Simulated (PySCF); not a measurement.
Compound: bromobenzene, C6H5Br.
InChI=1S/C6H5Br/c7-6-4-2-1-3-5-6/h1-5H

Theory: PySCF 2.14.0, PBE0-D3(BJ)/def2-SVP geometry optimisation, gas phase.

Masses are those of the commonest isotopes; rigid-rotor values at the optimised geometry. 

Q: What are A, B and C (MHz)?

A: Ia = 89.03, Ib = 507.59, Ic = 596.62 u·Å²; 505379 MHz·u·Å²/I gives A = 5676, B = 995.6, C = 847.1 MHz.

Q: What kind of rotor is it?

A: A near-prolate asymmetric top; Ray's κ = -0.938.

Q: What does the inertial defect say?

A: Planar: Δ = Ic − Ia − Ib = 0.00 u·Å². For a rigid frame Δ = −2 Σ m c², so it vanishes when all atoms lie in the ab plane; here none is more than 0.01 Å from it.

Q: Give the coordinates in the principal-axis frame, origin at the centre of mass.

A: The sense of each axis is arbitrary; atoms in the order of the calculation.
```tsv
atom	mass (u)	a (Å)	b (Å)	c (Å)
Br1	78.918	1.632	0.000	0.000
C2	12.000	-0.256	-0.001	0.000
C3	12.000	-0.940	1.214	0.000
C4	12.000	-2.334	1.206	0.000
C5	12.000	-3.034	0.001	0.000
C6	12.000	-2.335	-1.205	0.000
C7	12.000	-0.941	-1.215	0.000
H8	1.008	-0.385	2.154	-0.001
H9	1.008	-2.874	2.156	0.000
H10	1.008	-4.126	0.002	0.001
H11	1.008	-2.877	-2.154	0.000
H12	1.008	-0.388	-2.156	-0.001
```

Q: List the rotational levels J(Ka,Kc) to J = 2 (K).

A: Above 0(0,0), as E/k:
J = 1: 1(0,1) 0.088, 1(1,1) 0.313, 1(1,0) 0.320
J = 2: 2(0,2) 0.265, 2(1,2) 0.483, 2(1,1) 0.504, 2(2,1) 1.178, 2(2,0) 1.178

Q: Predict some low-J microwave lines.

A: The dipole components are |μa| = 1.62 D, |μb| = 0.00 D, |μc| = 0.00 D; the symmetry axis of this C2v structure is a, so μb and μc vanish by symmetry and there are no b-type or c-type lines. Some lines, for components of 0.1 D or more:

```tsv
type	branch	J(Ka,Kc)	MHz	lower level (cm⁻¹)
a	Q	2(1,1) ← 2(1,2)	446	0.336
a	Q	3(1,2) ← 3(1,3)	891	0.512
a	R	1(0,1) ← 0(0,0)	1843	0.000
a	R	2(1,2) ← 1(1,1)	3537	0.218
a	R	2(0,2) ← 1(0,1)	3682	0.061
a	R	2(1,1) ← 1(1,0)	3834	0.223
a	R	3(1,3) ← 2(1,2)	5303	0.336
a	R	3(0,3) ← 2(0,2)	5514	0.184
a	R	3(2,2) ← 2(2,1)	5528	0.819
a	R	3(2,1) ← 2(2,0)	5542	0.819
a	R	3(1,2) ← 2(1,1)	5749	0.350
```

Q: Estimate the classical rotational partition function at 25 K, 50 K and 500 K.

A: Point group C2v, symmetry number σ = 2; q = (√π/σ)·√((kT/h)³/(ABC)), k/h = 20836.6 MHz/K: 4820 at 25 K, 13600 at 50 K, 431000 at 500 K.

Not checked by PBE0-D3(BJ)/def2-SVP frequencies. These are rigid-rotor constants of the computed structure; measured ground-state constants (B0) also hold zero-point vibration. Quadrupole hyperfine structure (79Br) is left out.
